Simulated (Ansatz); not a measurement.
Ansatz (a quantum-chemistry and plane-wave program) input file for Cl4Te, SMILES Cl[Te](Cl)(Cl)Cl (connectivity only; charge and spin as stated), charge +1, multiplicity 2, CAM-B3LYP/def2-SVPD. Geometry optimised at PBE-D3(BJ)/def2-SVP. The spin state was assumed, not searched. The isomer is the one that the SMILES or the coordinates give; other isomers of the formula were not compared. The def2 effective core potentials stand for the cores of Te; spin–orbit coupling is left out.

Ansatz 0.2 input:
```yaml
crystal:
  periodic: [false, false, false]
  atoms:
    - {symbol: Te, position_ang: [-0.00000000, -0.00000000, -0.00000000]}
    - {symbol: Cl, position_ang: [1.37360166, 1.37360166, -1.37360166]}
    - {symbol: Cl, position_ang: [-1.37360166, 1.37360166, 1.37360166]}
    - {symbol: Cl, position_ang: [-1.37360166, -1.37360166, -1.37360166]}
    - {symbol: Cl, position_ang: [1.37360167, -1.37360166, 1.37360166]}
basis:
  gaussian:
    orbitals: def2-SVPD
hamiltonian:
  xc: {name: CAM-B3LYP}
total_charge: 1
magnetization: {spin_polarized: true, initial_magnetization: 1}
```

Program output:

```
WARN ansatz: RAYON_NUM_THREADS=1 ignored (pool sized by the plan → 1); use --threads N
Functional definition: CAM-B3LYP
integrals: 0.14 GiB planned
1424 factors; integrals over basis functions are off by at most 1.6e-4 eV
integrals: 0.25 GiB planned
487 factors; integrals over basis functions are off by at most 1.9e-5 eV
mean field: 2.03 GiB planned
mean field evaluation 1: about -57356.4419 eV, gradient 2.7e1 eV
mean field evaluation 2: about -57352.7941 eV, gradient 3.9e1 eV
mean field evaluation 4: about -57360.7089 eV, gradient 7.7e-1 eV
mean field evaluation 8: about -57360.7802 eV, gradient 1.8e-2 eV
mean field evaluation 16: about -57360.7802 eV, gradient 5.2e-5 eV
mean field -57360.78016402 eV, -2107.9697904947 hartree, gradient 5.2e-5 eV, S^2 0.779734; 0 other end points of the search recorded, 0 dependent functions left out
reference -57360.78030788 eV, -2107.9697957812 hartree; 46, 45 occupied and 97, 98 virtual orbitals, 1424 factors
Total energy: -57360.78030788 eV, -2107.9697957812 hartree
```

Self-consistency was reached.
